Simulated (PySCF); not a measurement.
**Electronic structure of F³⁺ (fluorine, charge +3) at the UHF level**

Configuration: [He] 2s2 2p2, high-spin 3P determinant. Computed with PySCF 2.14 in aug-cc-pVDZ, with no relativity, point nucleus.

| Quantity | Value |
| --- | --- |
| Total energy | -95.289017 hartree |
| One-electron energy | -117.9976 hartree |
| Hartree (Coulomb) energy | 31.1424 hartree |
| Exchange energy | -8.4338 hartree |
| Kinetic energy | 94.61352 hartree |
| ⟨S²⟩ | 2.0033 |
| ⟨L²⟩ | 2.005 |
| Sum of ⟨r⟩ | 3.768 bohr |
| Sum of ⟨r²⟩ | 3.608 bohr² |
| Traceless quadrupole moment −½Σ⟨3z² − r²⟩ along its main axis | 0.333 e·bohr² |
| Density at the nucleus (Gaussians lack the cusp) | 433 bohr⁻³ |
| Spin density at the nucleus | 0.356 bohr⁻³ |
| Langevin diamagnetic susceptibility | -2.86 ×10⁻⁶ cm³/mol |

```tsv
shell	electrons	mean orbital energy (hartree)	rms radius, mean of both spins (bohr)
1s α	1	-29.36347	0.203
1s β	1	-29.23008	0.203
2s α	1	-3.98142	0.966
2s β	1	-3.53566	0.966
2p α	2	-3.23491	0.911
```

Spin-orbit constants ζ (cm⁻¹) from the X2C one-electron operator on these orbitals (non-relativistic here): bare nucleus, nucleus screened by l(l+1)(2l+1)/3 electrons, and screened by the Breit-Pauli mean field of the electrons.

| shell | bare | screened nucleus | mean field |
| --- | --- | --- | --- |
| 2p | 579.1 | 450.4 | 396.2 |

To first order the Landé constant is A = 198.1 cm⁻¹, so the lowest level has J = 0 and lies 0.0491 eV below the centre of the term. This holds in LS coupling only.
